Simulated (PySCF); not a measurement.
Molecular orbitals of SnO

PBE0 at R = 1.830 Å; Sn cc-pVTZ-PP with ECP28, O cc-pVTZ; scalar-relativistic core potentials (PySCF 2.14). State: ¹Σ⁺ (singlet), closed shell. Only the outer orbitals are listed, counted within each symmetry, core potentials removing the inner ones.

| orbital | occ. | ε (eV) | on Sn (%) | main shells (%) |
| --- | --- | --- | --- | --- |
| 5σ | 2 | -23.76 | 22 | 77 O s, 12 Sn d |
| 6σ | 2 | -11.93 | 74 | 72 Sn s, 20 O p |
| 3π | 2 | -7.80 | 22 | 78 O p, 19 Sn p |
| 3π | 2 | -7.80 | 22 | 78 O p, 19 Sn p |
| 7σ | 2 | -7.62 | 45 | 54 O p, 26 Sn p, 18 Sn s |
| 4π | 0 | -2.24 | 85 | 80 Sn p, 15 O p |
| 4π | 0 | -2.24 | 85 | 80 Sn p, 15 O p |
| 8σ | 0 | 0.48 | 94 | 71 Sn p, 17 Sn d |

Which are the highest filled and the lowest empty level, where do they sit, and how wide is the gap?

Highest filled 7σ at -7.62 eV (in %: 54 O p, 26 Sn p, 18 Sn s); lowest empty 4π at -2.24 eV (in %: 80 Sn p, 15 O p); the gap at PBE0 is 5.38 eV.

```json
{
 "bond order (Mayer)": "2.25",
 "⟨S²⟩": "0.000",
 "charge on Sn (Mulliken, basis-dependent)": "0.51",
 "charge on Sn (Löwdin, basis-dependent)": "0.43",
 "dipole moment (positive dipole means Sn(−)O(+))": "-4.11 D",
 "polarisability along the bond": "46.8 bohr³",
 "polarisability across the bond": "34.0 bohr³"
}
```

Spin–orbit coupling is left out.
